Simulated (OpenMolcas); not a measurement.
# Pd3+ in a point-charge field

Pd3+ among 2 point charges of -3 e arranged as a linear pair (D∞h), 2.13 Å from the ion.

| Item | Value |
| --- | --- |
| Program | OpenMolcas 26.06 |
| Method | CASSCF |
| Basis | ANO-RCC-VDZP [6s5p3d1f] |
| Scalar Hamiltonian | DKH2, point nucleus |
| Active space | 7 electrons in 5 orbitals (4d) |
| State averaging | 2S+1 = 4 even, 10 roots; 2S+1 = 2 even, 40 roots |
| Spin-orbit coupling | state interaction with AMFI integrals over the reference wave functions |

The lowest spin-free states (labels by Λ), above the lowest:

| State | Degeneracy | E (cm-1) | Free-ion L (%) |
| --- | --- | --- | --- |
| 4Σ | 1 | 0.0 | P (56) |
| 4Φ | 2 | 4662 | F (100) |
| 4Π | 2 | 8504 | F (84) |
| 4Δ | 2 | 10341 | F (100) |
| 2Π | 2 | 13459 | H (52) |
| 2Σ | 1 | 14511 | H (77) |
| 2Δ | 2 | 17281 | D (44) |
| 2Δ | 2 | 18686 | H (55) |
| 2Σ | 1 | 19293 | G (91) |
| 2Π | 2 | 19807 | G (53) |
| 2Φ | 2 | 22327 | G (74) |
| 2Π | 2 | 23469 | P (54) |
| 4Σ | 1 | 23946 | F (56) |
| 2Γ | 2 | 27848 | G (80) |
| 2Φ | 2 | 28815 | H (67) |
| 2Δ | 2 | 29518 | D (44) |
| 2Π | 2 | 32056 | D (64) |
| 2Σ | 1 | 33269 | P (83) |
| 4Π | 2 | 35843 | P (84) |
| 2Σ | 1 | 36785 | D (100) |

The lowest levels with spin-orbit coupling:

```tsv
E (cm-1)	Degeneracy	2S+1	g
0.0	2	4	0.00 0.00 5.89
21.6	2	4	1.96 4.78 4.78
2543	2	4	0.00 0.00 11.98
3992	2	4	0.00 0.00 8.13
5303	2	4	0.00 0.00 4.57
6692	2	4	0.00 0.00 0.88
7565	2	4	0.00 0.00 7.16
8153	2	4	0.00 0.00 3.04
8665	2	4	0.16 0.28 0.28
9428	2	4	0.00 0.00 9.82
9707	2	4	0.14 0.14 3.86
11165	2	4	0.00 0.00 6.22
12241	2	4	0.00 0.00 2.33
12536	2	4 (88 %)	0.20 0.20 1.45
12816	2	2	0.00 0.00 3.72
14048	2	2	0.74 4.87 4.87
15233	2	2	1.15 3.57 3.57
17681	2	2	0.00 0.00 6.02
17748	2	2	0.00 0.00 2.58
18224	2	2	0.00 0.00 5.93
```

Powder χT (cm3 K/mol): 1.22 at 2 K, 1.74 at 10 K, 2.29 at 50 K, 2.36 at 100 K, 2.4 at 200 K, 2.42 at 300 K. The effective moment at 300 K is 2.828 √(χT) = 4.40 μB.

The lowest level has 2S+1 = 4, for which the spin-only value is χT = S(S+1) / 2 = 1.875 cm3 K/mol (g = 2). The computed 2.418 at 300 K differs by +0.543, through orbital momentum, spin-orbit coupling and any other state in reach.

Without dynamic correlation the repulsion within the d shell is too large (B by tens of per cent), so at a given field states of lower spin stand too high. This shell can be high or low spin here, a state of another spin lies low, and with metal d orbitals alone active their balance is uncertain, so the ground spin may be wrong. Point charges give a weaker field than real ligands, and real ions of this kind are as a rule low spin; the high spin found here belongs to the model. This is an electrostatic model: the charges have no orbitals. No measured value stands beside these numbers.
